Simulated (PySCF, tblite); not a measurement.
Species: C₆H₉FO.
Z-matrix (Å and degrees, GFN2-xTB geometry), rows numbered from 1:
```
C 
C   1  1.5013
C   2  1.5201  1  120.89
C   3  1.5402  2  104.25  1   166.65
C   4  1.5381  3  106.40  2   -27.85
C   2  1.4637  1  124.57  3   146.41
F   6  1.3575  2  122.26  1    -0.58
O   6  1.3775  2   60.11  1   103.24
H   1  1.0880  2  109.72  3   -57.52
H   1  1.0872  2  109.62  3  -177.43
H   1  1.0878  2  110.23  3    62.66
H   3  1.0910  2  108.48  1    47.82
H   3  1.0890  2  112.11  1   -72.35
H   4  1.0878  3  112.05  2  -150.49
H   4  1.0895  3  109.02  2    89.37
H   5  1.0914  4  112.17  3   -86.70
H   5  1.0887  4  112.42  3   149.81
```

Computed with PBE0/pcSseg-1 in PySCF (dipole) on a GFN2-xTB geometry, gas phase.

Take the most abundant isotopes and a rigid rotor. The values belong to one conformer with, in the numbering `[CH3:1][C@@:2]12[CH2:3][CH2:4][CH2:5][C@:6]1([F:7])[O:8]2`, C1–C2–C3–C4 167°, C2–C3–C4–C5 -28°, C3–C4–C5–C6 29°, C4–C5–C6–F7 -168°.

Question: What are A, B and C (MHz)?

Answer: Ia = 180.79, Ib = 209.63, Ic = 316.24 u·Å²; 505379 MHz·u·Å²/I gives A = 2795, B = 2411, C = 1598 MHz.

Question: What kind of rotor is it?

Answer: An asymmetric top. Ray's parameter κ = (2B − A − C)/(A − C) = 0.358; −1 is the prolate and +1 the oblate limit.

Question: Is it planar, by Δ = Ic − Ia − Ib?

Answer: Not planar: Δ = Ic − Ia − Ib = -74.18 u·Å². For a rigid frame Δ = −2 Σ m c², so Σ m c² = 37.09 u·Å² lies off the ab plane: 7.42 from hydrogen and 29.67 from heavier atoms. The atom farthest from that plane is 1.45 Å away.

Question: Where do the levels up to J = 2 lie, in K?

Answer: Above 0(0,0), as E/k:
J = 1: 1(0,1) 0.192, 1(1,1) 0.211, 1(1,0) 0.250
J = 2: 2(0,2) 0.551, 2(1,2) 0.557, 2(1,1) 0.674, 2(2,1) 0.729, 2(2,0) 0.755

Question: Which types of transition are allowed, and where do some lines up to J = 4 fall?

Answer: The dipole components are |μa| = 1.63 D, |μb| = 1.25 D, |μc| = 1.57 D. Intensities carry the squares of the components, which stand as 1.00 : 0.59 : 0.93 (a : b : c). Some lines, for components of 0.1 D or more:

```tsv
type	branch	J(Ka,Kc)	MHz	lower level (cm⁻¹)
c	Q	1(1,1) ← 1(0,1)	385	0.134
c	Q	4(3,2) ← 4(2,2)	1269	1.563
c	Q	3(3,1) ← 3(2,1)	2287	0.973
b	Q	4(3,1) ← 4(2,2)	2635	1.563
a	Q	4(2,2) ← 4(2,3)	4070	1.427
b	Q	3(3,1) ← 3(2,2)	4228	0.908
b	Q	4(1,3) ← 4(0,4)	6764	1.197
b	Q	4(2,3) ← 4(1,4)	6892	1.197
c	R	2(2,0) ← 1(1,0)	10520	0.174
a	R	3(1,3) ← 2(1,2)	10534	0.387
b	R	3(1,3) ← 2(0,2)	10641	0.383
c	R	2(2,1) ← 1(1,1)	10797	0.147
a	R	3(2,1) ← 2(2,0)	13432	0.525
c	R	3(2,1) ← 2(1,1)	15121	0.468
c	R	3(1,2) ← 2(0,2)	15235	0.383
b	R	4(1,3) ← 3(2,2)	15440	0.908
a	R	4(2,3) ← 3(2,2)	15571	0.908
c	R	3(3,0) ← 2(2,0)	16003	0.525
b	R	4(2,3) ← 3(1,2)	16063	0.891
b	R	3(3,0) ← 2(2,1)	16538	0.507
b	R	3(2,1) ← 2(1,2)	17560	0.387
c	R	4(1,3) ← 3(0,3)	20545	0.738
c	R	4(4,1) ← 3(3,1)	21762	1.049
b	R	4(4,0) ← 3(3,1)	21888	1.049
```

Question: Estimate the classical rotational partition function at 50 K, 200 K and 500 K.

Answer: Point group C1, symmetry number σ = 1; q = (√π/σ)·√((kT/h)³/(ABC)), k/h = 20836.6 MHz/K: 18200 at 50 K, 145000 at 200 K, 574000 at 500 K.

Its GFN2-xTB frequencies are all real (lowest 139 cm⁻¹). Constants of a rigid frame at the computed geometry: no zero-point averaging, no centrifugal distortion. A rigid rotor knows nothing of internal rotation, which can split or shift real lines.
